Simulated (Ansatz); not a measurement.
A nudged elastic band was laid between two geometries of CH₇NSi₂ (11 atoms, charge 0, multiplicity 1).

Level of theory: UKS PBE-D4/def2-SVP in Ansatz 0.2.0.

```json
{
  "movable images": "7",
  "climbing image": "yes",
  "spring": "5.0 eV/Å²",
  "optimiser": "quadratic models (default)",
  "start path": "through a guess of the saddle point",
  "force threshold": "0.05 eV/Å",
  "iteration limit": "60",
  "end points": "relaxed"
}
```

Image 0:

```xyz
11
Properties=species:S:1:pos:R:3
C -0.746 2.175 0.399
N -1.047 0.995 0.026
Si -0.366 -0.496 0.697
Si 0.908 -1.476 -1.022
H -0.030 2.426 1.226
H -1.208 3.057 -0.105
H -1.516 -1.393 1.063
H 0.492 -0.273 1.929
H 0.051 -1.732 -2.232
H 2.037 -0.557 -1.408
H 1.492 -2.783 -0.552
```

Image 8:

```xyz
11
Properties=species:S:1:pos:R:3
C -0.904 1.935 0.571
N -0.881 0.652 0.302
Si -0.110 -0.825 1.147
Si 0.929 -1.609 -0.841
H -0.215 2.328 1.334
H -1.614 2.609 0.067
H -1.549 0.371 -0.432
H 1.013 -0.035 1.826
H -0.150 -1.840 -1.878
H 1.955 -0.702 -1.483
H 1.592 -2.940 -0.593
```

(1) What changes between the two ends?

(2) What energy profile does the band end with?

(3) What is the geometry of the highest image?

(4) What are the harmonic wavenumbers there?

The band took 15 iterations and about 8 core-minutes.

Answers

(1) Bonds broken: Si3–H7. Bonds formed: N2–H7.

(2) It converged. The highest image is number 5 of 0 to 8, 207.4 kJ/mol above the first end and 147.7 kJ/mol above the last; the last end lies 59.7 kJ/mol above the first. A vibrational analysis at the climbing image gives one clearly imaginary mode, 1375i cm⁻¹: a first-order saddle point. The orbitals stay closed-shell, which can raise the energy where a bond breaks towards radicals; this wasn't checked here.

```
image  path coordinate (Å)  energy (kJ/mol)  Si3–H7 (Å)  N2–H7 (Å)
    0                 0.00              0.0        1.50       2.65
    1                 0.49              1.1        1.50       2.62
    2                 0.98              7.8        1.50       2.52
    3                 1.46             36.8        1.50       2.26
    4                 1.95            122.7        1.54       1.84
    5                 2.44            207.4        1.69       1.36
    6                 2.95            124.7        2.03       1.06
    7                 3.46             67.0        2.33       1.03
    8                 3.96             59.7        2.45       1.03
```

(3) 
```xyz
11
Properties=species:S:1:pos:R:3:forces:R:3
C -0.947 2.126 0.509 0.00 -0.02 -0.01
N -0.700 0.893 0.201 0.02 0.00 0.01
Si -0.004 -0.604 0.886 -0.02 0.02 -0.01
Si 0.952 -1.625 -0.997 0.00 0.00 0.01
H -0.419 2.648 1.336 0.00 0.00 0.00
H -1.713 2.700 -0.050 0.00 0.00 0.00
H -1.539 -0.164 0.334 0.00 0.01 0.00
H 0.974 -0.427 2.047 0.01 0.00 0.00
H -0.093 -1.738 -2.073 0.00 0.00 0.00
H 2.130 -0.858 -1.544 0.00 0.00 0.00
H 1.423 -3.007 -0.627 0.00 0.00 0.00
```

(4) 1375i, 94, 108, 180, 266, 406, 452, 496, 525, 600, 686, 713, 828, 862, 891, 897, 906, 1128, 1418, 1588, 1750, 2033, 2142, 2160, 2172, 2972, 3078 cm⁻¹.

Run time: 4.1 min on 2 threads of Arm Neoverse V2 (shared host), peak memory 0.16 GiB.
